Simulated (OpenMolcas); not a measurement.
An OpenMolcas run meant for neutral beryllium (ANO-R2, X2C; inactive shells 1s; intended active space 2 electrons in 4 orbitals (2s 2p)). One step of its input:

```
&CASPT2
Multistate=3 1 2 3
Frozen=0 0
IPEA=0.25
Imaginary=5.0
MaxIter=60
WThr=0.0 0.3 0.05
PrWF=0.5
NoMix
```

The run finished. Its levels beside those of a sound run (SS-CASPT2, IPEA 0.25 Eh, imaginary shift 0.1 Eh (closed shells correlated: 1s)), in cm⁻¹ above each run's lowest level:

```tsv
Level	This run	Usual run
2s² ¹S₀	0.0	0.0
2s 2p ³P°₀	22980	22637
2s 2p ³P°₁	22981	22638
2s 2p ³P°₂	22983	22640
2s 2p ¹P°₁	53411	48549
2p² ³P₀	62171	61673
2p² ³P₁	62172	61674
2p² ³P₂	62174	61676
2p² ¹D₂	70205	65095
```

**Question.** Which setting is unsound, and how much does it matter here?

**Answer.** The level shift is far above the usual 0.1 to 0.3 hartree and damps the second-order energy. Against the sound run the excited levels shown move by 1600 cm-1 on average and by 5100 cm-1 at most.

The ANO-R sets hold no well-fitted valence p shell for this element, so s → p excitations can come out far too high. Only configurations of the active space appear.

° marks odd parity.
